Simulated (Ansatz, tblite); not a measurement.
Forces on SiMo3 at its PBE0-D4/def2-SVP geometry. Total charge 0; singlet.

In the def2 sets Mo takes a core potential; there is no spin–orbit coupling. The xTB rows come from tblite. The structure comes from a short search, and lower isomers may exist.

GFN1-xTB (tblite), largest force 28.13 eV/Å:

```xyz
4
positions Å, forces eV/Å
Mo    0.516   -0.403    1.231    9.163    1.904   26.511
Mo   -1.135   -0.779   -0.218  -26.924   -6.310   -5.131
Mo    0.931   -0.397   -0.959   18.227    2.040  -21.298
Si   -0.312    1.580   -0.055   -0.466    2.366   -0.082
```

GFN2-xTB (tblite), largest force 16.61 eV/Å:

```
Mo 5.279 1.802 15.632
Mo -16.035 -3.050 -3.054
Mo 10.630 1.882 -12.600
Si 0.126 -0.634 0.022
```

PBE0-D4/def2-TZVP (Ansatz), largest force 0.31 eV/Å:

```
Mo -0.071 0.084 -0.160
Mo 0.138 0.132 0.026
Mo -0.126 0.084 0.124
Si 0.060 -0.300 0.010
```
